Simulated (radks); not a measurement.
Values are calculated unless marked as measured or tabulated.
Co0.5+, 26.5 electrons, occupied as [Ar] 3d(up 4.5, down 4) (fractional occupations, a model configuration).

Code: a radial shooting solver on a logarithmic mesh with Libxc functionals. Model: non-relativistic Kohn-Sham, PBE, spin-polarised, spherical densities, point nucleus.

Energy parts (eV):
| part | energy |
|---|---|
| total | -37615.601 |
| kinetic | 37586.584 |
| electron-nucleus | -89712.335 |
| Hartree | 16117.406 |
| exchange-correlation | -1607.255 |

Orbitals (lengths in bohr, moments of r in powers of bohr):
[
 {"orbital": "1s up", "occ.": "1", "eigenvalue (eV)": "-7512.760", "<r^4>": "0.00004807"},
 {"orbital": "1s down", "occ.": "1", "eigenvalue (eV)": "-7512.761", "<r^4>": "0.00004807"},
 {"orbital": "2s up", "occ.": "1", "eigenvalue (eV)": "-878.9544", "<r^4>": "0.01083"},
 {"orbital": "2s down", "occ.": "1", "eigenvalue (eV)": "-878.7138", "<r^4>": "0.01082"},
 {"orbital": "2p up", "occ.": "3", "eigenvalue (eV)": "-762.6332", "<r^4>": "0.007976"},
 {"orbital": "2p down", "occ.": "3", "eigenvalue (eV)": "-762.4548", "<r^4>": "0.007968"},
 {"orbital": "3s up", "occ.": "1", "eigenvalue (eV)": "-96.8410", "<r^4>": "0.8482"},
 {"orbital": "3s down", "occ.": "1", "eigenvalue (eV)": "-96.3333", "<r^4>": "0.8502"},
 {"orbital": "3p up", "occ.": "3", "eigenvalue (eV)": "-62.2340", "<r^4>": "1.194"},
 {"orbital": "3p down", "occ.": "3", "eigenvalue (eV)": "-61.7348", "<r^4>": "1.199"},
 {"orbital": "3d up", "occ.": "4.5", "eigenvalue (eV)": "-6.6051", "<r^4>": "15.85"},
 {"orbital": "3d down", "occ.": "4", "eigenvalue (eV)": "-6.1803", "<r^4>": "17.77"}
]

The highest occupied level is 3d down at -6.180 eV. Spin moment in Bohr magnetons: 0.5. The density falls to 0.001 e/bohr^3 at r = 3.71 bohr. The electron density at the nucleus is 1.337e+04 e/bohr^3. Summed over all electrons, <r^2> = 25.01 bohr^2, which gives a Langevin (diamagnetic) susceptibility term of -19.8 x 10^-6 cm^3/mol. The spin density at the nucleus is -0.1019 e/bohr^3 (1s -0.0028, 2s -0.2067, 3s 0.1077), a Fermi contact field of -5.34 T.
